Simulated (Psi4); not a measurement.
C₂H₆Mg, triplet, at a GFN2-xTB geometry (such geometries of metal compounds can be far from the true shape) (a higher spin typed on purpose: for a closed-shell molecule this is an excited state), with bond 8-6 at 2.0 times its length; CAM-B3LYP/STO-3G (Psi4).

Here is a job for Psi4.
```
memory 2 GB

molecule {
0 3
Mg    0.00649239    0.00659633    0.00925361
C     1.77650181    0.27541309   -1.45305501
H     2.44227962   -0.56672341   -1.29653556
H     2.24984063    1.22007834   -1.20720284
H     1.35338380    0.27970239   -2.45206587
C    -1.78374404   -0.28277125    1.44273267
H    -2.26749666   -1.20844971    1.14918074
H    -3.08257490    1.43475039    1.17633635
H    -1.37930330   -0.33560416    2.44797978
}

set {
  basis sto-3g
  reference uks
  dft_pruning_scheme robust
}

energy('cam-b3lyp')
print_variables()
```

Task: What does Psi4 print? Leave out banner, timings and long lists.

Result: 
```
   => Loading Basis Set <=

    Name: STO-3G
    Role: ORBITAL
    Keyword: BASIS

         ---------------------------------------------------------
                                   SCF
               by Justin Turney, Rob Parrish, Andy Simmonett
                          and Daniel G. A. Smith
                              UKS Reference
         ---------------------------------------------------------

  ==> Geometry <==

    Molecular point group: c1
    Full point group: C1

    Geometry (in Angstrom), charge = 0, multiplicity = 3:

       Center              X                  Y                   Z               Mass
    ------------   -----------------  -----------------  -----------------  -----------------
         MG           0.017974636250    -0.010062598145     0.010838852679    23.985041697000
         C            1.787984056250     0.258754161855    -1.451469767321    12.000000000000
         H            2.453761866250    -0.583382338145    -1.294950317321     1.007825032230
         H            2.261322876250     1.203419411855    -1.205617597321     1.007825032230
         H            1.364866046250     0.263043461855    -2.450480627321     1.007825032230
         C           -1.772261793750    -0.299430178145     1.444317912679    12.000000000000
         H           -2.256014413750    -1.225108638145     1.150765982679     1.007825032230
         H           -3.071092653750     1.418091461855     1.177921592679     1.007825032230
         H           -1.367821053750    -0.352263088145     2.449565022679     1.007825032230

  Running in c1 symmetry.

  Rotational constants: A =      1.73733  B =      0.09635  C =      0.09463 [cm^-1]
  Rotational constants: A =  52083.87029  B =   2888.40356  C =   2837.06322 [MHz]
  Nuclear repulsion =   72.312580052748800

  Charge       = 0
  Multiplicity = 3
  Electrons    = 30
  Nalpha       = 16
  Nbeta        = 14

  ==> Algorithm <==

  SCF Algorithm Type is DF.
  DIIS enabled.
  MOM disabled.
  Fractional occupation disabled.
  Guess Type is SAD.
  Energy threshold   = 1.00e-06
  Density threshold  = 1.00e-06
  Integral threshold = 1.00e-12

  ==> Primary Basis <==

  Basis Set: STO-3G
    Blend: STO-3G
    Number of shells: 17
    Number of basis functions: 25
    Number of Cartesian functions: 25
    Spherical Harmonics?: true
    Max angular momentum: 1

  ==> DFT Potential <==

   => LibXC <=

    Version 7.1.2
[...]
      Ntotal   =   29.9999968732 ; deviation = -3.127e-06

   @Spin Contamination Metric:   4.135100226E-03
   @S^2 Expected:                2.000000000E+00
   @S^2 Observed:                2.004135100E+00
   @S   Expected:                1.000000000E+00
   @S   Observed:                1.000000000E+00

    Orbital Energies [Eh]
    ---------------------

    Alpha Occupied:

[...]
      16A     -0.131274

    Alpha Virtual:

[...]
    Beta Occupied:

[...]
    Beta Virtual:

[...]
    Final Occupation by Irrep:
              A
    DOCC [    14 ]
    SOCC [     2 ]
    NA   [    16 ]
    NB   [    14 ]

  @DF-UKS Final Energy:  -276.07020438969772

   => Energetics <=

    Nuclear Repulsion Energy =             72.3125800527487996
    One-Electron Energy =                -526.4901336931236528
    Two-Electron Energy =                 199.8792306546747852
    DFT Exchange-Correlation Energy =     -21.7718814039976216
    Empirical Dispersion Energy =           0.0000000000000000
    VV10 Nonlocal Energy =                  0.0000000000000000
    Total Energy =                       -276.0702043896977216

  UHF NO Occupations:
  HONO-2 :   14  A 1.9987224
  HONO-1 :   15  A 1.0000000
  HONO-0 :   16  A 1.0000000
  LUNO+0 :   17  A 0.0012776
  LUNO+1 :   18  A 0.0004356
  LUNO+2 :   19  A 0.0003507
  LUNO+3 :   20  A 0.0000045

Computation Completed

Properties will be evaluated at   0.000000,   0.000000,   0.000000 [a0]

Properties computed using the SCF density matrix

 Multipole Moments:

 ------------------------------------------------------------------------------------
     Multipole            Electronic (a.u.)      Nuclear  (a.u.)        Total (a.u.)
 ------------------------------------------------------------------------------------

 L = 1.  Multiply by 2.5417464519 to convert [e a0] to [Debye]
 Dipole X            :          0.7856881           -0.5762684            0.2094196
 Dipole Y            :         -0.8796715            0.6783984           -0.2012731
 Dipole Z            :          0.1924149           -0.1618377            0.0305771
 Magnitude           :                                                    0.2920657

 ------------------------------------------------------------------------------------

  Variable Map:
  ----------------------------------------------------------------------------
[...]
  Array Variable Map:
  ----------------------------------------------------------------------------
[...]
[...]
```
